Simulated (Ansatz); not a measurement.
Cost and result for the atomization energy of C2H9NOSi (`CO[SiH](C)N`) (14 atoms, 13 bonds).

```xyz
14

C    -1.322   -1.332    0.738
O    -0.154   -1.437   -0.034
Si    0.824   -0.153   -0.376
C    -0.092    1.137   -1.361
N     1.460    0.636    1.001
H    -2.110   -0.783    0.208
H    -1.132   -0.828    1.694
H    -1.691   -2.338    0.949
H     1.924   -0.790   -1.137
H    -0.575    0.685   -2.230
H     0.590    1.913   -1.715
H    -0.870    1.621   -0.763
H     2.087    0.191    1.649
H     1.061    1.478    1.376
```

Total charge 0; spin multiplicity 1. The structure was optimised at the PBE0-D4/def2-TZVP level. It is one conformer, not always the lowest. Program: Ansatz. All runs use 2 threads of an AMD EPYC 7R13 on a shared host and a share of an NVIDIA H100 80 GB. Times are those of one run each, without the atoms' runs, and a repeat can differ threefold. Electronic energies, without spin–orbit coupling; frozen cores. CCSD(T)/CBS adds CCSD(T) − MP2 in def2-TZVPP to the MP2 limit, and its time is that of the two runs behind it. T1 = 0.010. B3LYP takes the VWN-RPA correlation (the form of Gaussian; ORCA's B3LYP/G).

CCSD(T)/CBS is a level of theory with its own doubt, some kJ/mol a heavy atom from the limit and from the frozen cores, so smaller differences don't rank the functionals.

```tsv
level	functions	wall time
B3LYP-D4/def2-TZVPP (with forces)	292	2.4 s
B2PLYP/def2-TZVPP	292	2.5 s
PBE-D4/def2-TZVPP (with forces)	292	2.5 s
ωB97X-V/def2-TZVPP	292	2.7 s
PBE0-D4/def2-TZVPP	292	2.8 s
r2SCAN-D4/def2-TZVPP (with forces)	292	3.3 s
ωB97M-V/def2-TZVPP (with forces)	292	3.5 s
CCSD(T)/def2-TZVPP	292	3.7 s
MP2/def2-QZVPP	568	3.8 s
CCSD(T)/CBS(def2)	–	7.5 s
```

Task: What atomization energy does each give, and how far from CCSD(T)/CBS? (An estimate is asked.)

Result: The calculation gave: 
```tsv
level	atomization (kcal/mol)	difference from CCSD(T)/CBS	per bond
B3LYP-D4/def2-TZVPP (with forces)	1251.1	0.0	0.0
B2PLYP/def2-TZVPP	1236.8	-14.3	-1.1
PBE-D4/def2-TZVPP (with forces)	1263.4	12.3	1.0
ωB97X-V/def2-TZVPP	1253.3	2.2	0.2
PBE0-D4/def2-TZVPP	1245.4	-5.7	-0.4
r2SCAN-D4/def2-TZVPP (with forces)	1247.7	-3.4	-0.3
ωB97M-V/def2-TZVPP (with forces)	1253.9	2.8	0.2
CCSD(T)/def2-TZVPP	1217.7	-33.4	-2.6
MP2/def2-QZVPP	1250.3	-0.8	-0.1
CCSD(T)/CBS(def2)	1251.1	0.0	0.0
```

The D4 term adds +10.3 kcal/mol with B3LYP and +5.5 kcal/mol with PBE0; it sums over pairs of atoms, weighted by their polarisabilities, and B3LYP, whose exchange is more repulsive, gets the larger term. In def2-TZVPP, CCSD(T) changes the Hartree–Fock value by +304.6 kcal/mol (the triples alone add +15.2 kcal/mol) and MP2 by +317.3 kcal/mol; breaking electron pairs costs correlation energy, which Hartree–Fock lacks. From PBE to PBE0 (25 % exact exchange), in def2-TZVPP and without D4, the atomization energy moves by −17.1 kcal/mol: exact exchange takes away binding that semilocal exchange gives to molecules.
